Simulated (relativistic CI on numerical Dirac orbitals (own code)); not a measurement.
**Electric-dipole transitions in Pr⁵⁺**

Calculated at this level of theory: Dirac-Coulomb-Breit CI, orbitals from a KLI potential per configuration, model QED (radiative potential, 1s self-energy scaled to tabulated hydrogen-like ionisation energies), valence Slater integrals scaled by 0.85, P86 correlation energy added to each configuration (own radial code, finite nucleus).

CI space (outside the closed core [Kr] 4d10): 5s²5p⁶, 5s²5p⁵4f, 5s²5p⁵5d, 5s5p⁶5d, 5s²5p⁵5f, 5s5p⁶4f, 5s²5p⁵5g, 5s²5p⁵6s, 5s²5p⁵6p, 5s5p⁶5f, 5s²5p⁵6d, 5s5p⁶5g, 5s²5p⁵7s, 5s²5p⁵7p, 5s²5p⁵6f, 5p⁶4f6s, 5s5p⁶6p, 5s²5p⁵7d, 5s5p⁶6s, 5s²5p⁵8s, 5p⁶4f², 5p⁵4f³, 5p⁵4f²5d, 5p⁵4f²5f, 5p⁵4f²5g, 5p⁶5d², 5p⁵4f5d², 5p⁵5d³, 5p⁵5d²5f, 5p⁵5d²5g, 5p⁶5f², 5p⁵4f5f², 5p⁵5d5f², 5p⁵5f³, 5p⁵5f²5g. Double excitations out of closed p, d and f shells are left out; levels of such configurations are missing from the list, as are those of other unlisted configurations, and high levels can miss mixing partners. These lack a partner that the ground configuration has and come out too high: 5s²5p⁵6s, 5s²5p⁵6p, 5s²5p⁵6d, 5s²5p⁵7s, 5s²5p⁵7p.

```
λ vac (Å)               Lower                Upper   A (s⁻¹)  log gf  S velocity/length
   342.73      5s²5p⁶ ¹S0 [1]   5s²5p⁵5d ¹P°1 [29]  1.53e+11    0.91               0.58
   447.71  5s²5p⁵5d ³P°2 [17]     5s5p⁶5d ³D3 [57]  1.70e+10    0.55               0.61
   467.64  5s²5p⁵5d ³F°2 [22]    5s²5p⁵5f ³G3 [64]  2.25e+10    0.71               0.81
   469.56    5s²5p⁵4f ³D1 [2]    5s5p⁶4f ³F°2 [25]  7.46e+09    0.09               0.70
   472.84  5s²5p⁵5d ³F°4 [16]    5s²5p⁵5f ³G5 [47]  2.49e+10    0.96               0.84
   472.88  5s²5p⁵5d ³D°2 [23]    5s²5p⁵5f ³D3 [68]  2.73e+10    0.81               0.69
   473.75  5s²5p⁵5d ³F°3 [18]    5s²5p⁵5f ³G4 [48]  2.11e+10    0.80               0.85
   476.44    5s²5p⁵4f ³D2 [3]    5s5p⁶4f ³F°3 [26]  4.74e+09    0.05               0.68
   478.19  5s²5p⁵5d ³F°2 [19]    5s²5p⁵5f ¹F3 [49]  1.87e+10    0.65               0.81
   481.88    5s²5p⁵4f ³G5 [5]    5s5p⁶4f ³F°4 [27]  1.76e+10    0.74               0.66
   483.94    5s²5p⁵4f ³G4 [4]    5s5p⁶4f ³F°3 [26]  1.48e+10    0.56               0.66
   485.78  5s²5p⁵5d ¹F°3 [24]    5s²5p⁵5f ³G4 [65]  2.30e+10    0.86               0.81
   490.87    5s²5p⁵4f ³F4 [8]    5s5p⁶4f ¹F°3 [28]  7.35e+09    0.27               0.66
   495.44  5s²5p⁵5d ³D°3 [20]    5s²5p⁵5f ³F4 [50]  2.03e+10    0.83               0.79
   499.44    5s²5p⁵4f ³G3 [7]    5s5p⁶4f ³F°2 [25]  9.40e+09    0.24               0.65
   504.51    5s²5p⁵4f ³F4 [8]    5s5p⁶4f ³F°4 [27]  4.51e+09    0.19               0.78
   1168.6   5s²5p⁵5f ³G5 [47]   5s²5p⁵5g ³H°6 [84]  5.53e+09    1.17               0.98
   1177.9   5s²5p⁵5f ³G3 [64]  5s²5p⁵5g ³H°4 [115]  5.34e+09    1.00               0.95
   1179.9   5s²5p⁵5f ³G4 [48]   5s²5p⁵5g ³H°5 [85]  5.26e+09    1.08               0.98
   1189.0   5s²5p⁵5f ³G4 [65]  5s²5p⁵5g ³H°5 [117]  5.45e+09    1.10               0.95
   1200.9   5s²5p⁵5f ¹F3 [49]   5s²5p⁵5g ¹G°4 [88]  4.84e+09    0.97               0.94
   1210.0   5s²5p⁵5f ³F4 [50]   5s²5p⁵5g ³G°5 [90]  4.96e+09    1.08               0.93
   1254.0   5s²5p⁵6p ³D2 [35]   5s²5p⁵6d ³F°3 [54]  3.26e+09    0.73               0.91
   1254.1   5s²5p⁵5f ³D3 [68]  5s²5p⁵5g ³F°4 [114]  3.92e+09    0.92               0.90
   1285.4  5s²5p⁵6d ³F°3 [54]    5s²5p⁵6f ³G4 [92]  2.79e+09    0.79               1.02
   1303.0  5s²5p⁵6d ³F°4 [56]    5s²5p⁵6f ³G5 [91]  2.93e+09    0.91               1.01
   1346.4   5s²5p⁵6p ³D2 [42]   5s²5p⁵6d ³F°3 [72]  3.20e+09    0.78               0.90
   1349.6   5s²5p⁵6p ³D3 [36]   5s²5p⁵6d ³F°4 [56]  3.28e+09    0.91               0.90
   1371.9   5s²5p⁵6p ³P2 [38]   5s²5p⁵6d ³D°3 [60]  2.47e+09    0.69               0.91
   2751.5   5s²5p⁵7p ³D3 [76]  5s²5p⁵7d ³F°4 [106]  9.44e+08    0.98               0.92
```

Terms are leading LS components. Brackets give the number of a level in order of energy, since labels repeat. The list gives strong lines, with weight on those to low levels, among the lowest 156 of 6974 levels, so that lines to higher ones, which can be the strongest, are missing. Levels whose partners in the same complex of configurations lie outside the list can be far off, and so can their lines. Rates are taken at the computed energies, electric ones in the length gauge. A velocity-to-length ratio far from 1 marks an uncertain rate.

At this charge configurations can still be misplaced by up to about 7 % of their energy. Levels and lines within the n = 5 or 6 shells can be off by up to 10 % or somewhat more, and those that change n by about 2 %, since core polarisation is missing. Levels that differ in their count of f electrons can be misplaced by several ten thousand cm⁻¹, since the correlation energy of f electrons is missing or only estimated; rates across such gaps can be off by orders of magnitude.

LS names give the leading component of a level, which can be under half, so a name can repeat, a term be missing and a line seem to break the LS rules.
